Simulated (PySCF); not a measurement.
Species: C₇H₁₁O₂P.
Structure used (GFN2-xTB), in Å, numbered top down from 1:
```xyz
21
C7H11O2P angstrom
C      3.345    0.948    1.133
C      2.249    0.250    0.508
C      1.314   -0.310   -0.004
P      0.034   -1.236   -0.805
O      0.480   -2.458   -1.480
C     -0.804   -0.006   -1.877
C     -1.438    1.094   -1.029
O     -2.369    0.604   -0.095
C     -1.789   -0.131    0.955
C     -1.228   -1.478    0.505
H      3.512    1.901    0.632
H      4.251    0.347    1.065
H      3.119    1.133    2.183
H     -1.569   -0.551   -2.438
H     -0.087    0.411   -2.587
H     -0.645    1.655   -0.509
H     -2.001    1.785   -1.663
H     -2.594   -0.279    1.682
H     -0.988    0.458    1.428
H     -2.015   -2.100    0.070
H     -0.786   -2.018    1.345
```

Probes without a nucleus sit at each ring's centroid and 1 Å off its mean plane on both sides; NICS is minus the shielding there, NICSzz its component along the normal. Level: GIAO PBE0/pcSseg-1 (PySCF, non-relativistic, gas phase) on the GFN2-xTB geometry, one conformer.

Ring bond lengths (Å), with Mayer bond orders in brackets: P4–C6 1.835 (0.94), C6–C7 1.527 (0.99), C7–O8 1.407 (0.93), O8–C9 1.407 (0.93), C9–C10 1.527 (0.99), C10–P4 1.835 (0.94).

**Question.** What do the NICS probes read (ppm)?

**Answer.** 
```csv
ring,type,NICS(0),"NICS(1), two faces","NICS(1)zz, two faces",rms pucker (Å),"centre to ring atoms, mean (Å)"
P4–C6–C7–O8–C9–C10,6-membered ring with O and P; formal bonds all single,-3.7,-2.2 / -3.4,1.5 / -1.0,0.24,1.52
```

**Question.** What do they say, and how far can they be read as aromaticity?

**Answer.** 
- P4–C6–C7–O8–C9–C10: mean NICS(1)zz 0.3 ppm, near zero. P4, C6, C7, C9, C10 have four or more neighbours, so the value isn't read as a sign of a π ring current.

**Question.** What are the shieldings of the ring atoms and their hydrogens in the same run (means over atoms taken as equivalent)?

**Answer.** 
```csv
atoms,environment,σ isotropic (ppm),"principal values of the symmetric part, first atom (ppm)"
P4,phosphoryl phosphorus,339.8,"244.9, 260.4, 514.1"
C6 (×2),sp3 carbon bound to phosphorus,148.4,"138.8, 145.0, 161.5"
C7 (×2),sp3 carbon bound to oxygen,117.2,"88.8, 94.8, 168.1"
O8,cyclic ether oxygen,282.3,"230.3, 290.8, 325.9"
H14 (×2),methylene hydrogen,29.68,"26.7, 27.6, 34.7"
H15 (×2),methylene hydrogen,29.94,"26.7, 27.9, 35.2"
H16 (×2),methylene hydrogen,28.16,"24.4, 28.1, 32.0"
H17 (×2),methylene hydrogen,27.39,"22.2, 26.6, 33.3"
```
